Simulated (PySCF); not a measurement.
Which level of theory gave which numbers?

Species: C3H5NOSi.
SMILES: `NC(=O)C#C[SiH3]`

The closed-shell ground state was solved 7 times with PySCF (density fitting, gas phase), always in the def2-SVPD basis (167 functions), with these functionals: B3LYP, CAM-B3LYP, HF, LC-wPBE, PBE, PBE0 and wB97X-D. Geometry: PBE0-D3(BJ)/def2-SVP, one conformer, isolated molecule.

```json
{"row": "P", "total energy (Eh)": "-536.3801", "HOMO (eV)": "-9.38", "LUMO (eV)": "-0.36", "dipole (D)": "3.90"}
{"row": "Q", "total energy (Eh)": "-536.0521", "HOMO (eV)": "-6.34", "LUMO (eV)": "-2.36", "dipole (D)": "3.71"}
{"row": "R", "total energy (Eh)": "-536.5149", "HOMO (eV)": "-7.68", "LUMO (eV)": "-1.68", "dipole (D)": "3.84"}
{"row": "S", "total energy (Eh)": "-536.3974", "HOMO (eV)": "-9.88", "LUMO (eV)": "0.26", "dipole (D)": "3.87"}
{"row": "T", "total energy (Eh)": "-536.0830", "HOMO (eV)": "-7.95", "LUMO (eV)": "-1.49", "dipole (D)": "3.84"}
{"row": "U", "total energy (Eh)": "-534.4553", "HOMO (eV)": "-11.30", "LUMO (eV)": "2.11", "dipole (D)": "4.11"}
{"row": "V", "total energy (Eh)": "-536.2274", "HOMO (eV)": "-10.75", "LUMO (eV)": "0.75", "dipole (D)": "3.88"}
```

Which functional belongs to which row?

P = CAM-B3LYP, Q = PBE, R = B3LYP, S = wB97X-D, T = PBE0, U = HF, V = LC-wPBE. By rising HOMO–LUMO gap: PBE (GGA) 3.98 eV; B3LYP (global hybrid, 20 % exact exchange) 6.00 eV; PBE0 (global hybrid, 25 % exact exchange) 6.46 eV; CAM-B3LYP (range-separated hybrid) 9.02 eV; wB97X-D (range-separated hybrid) 10.14 eV; LC-wPBE (range-separated hybrid) 11.50 eV; HF (all exact exchange) 13.41 eV. Total energies of different functionals aren't bounds to one another; each is stationary for its own functional.

Shape of the structure used: `[NH2:1][C:2](=[O:3])[C:4]#[C:5][SiH3:6]`: H–N1–C2–O3 2°, H–N1–C2–O3 178°.

wB97X-D is run here without its empirical dispersion term; that term would change no orbital, density or response property at a fixed geometry.
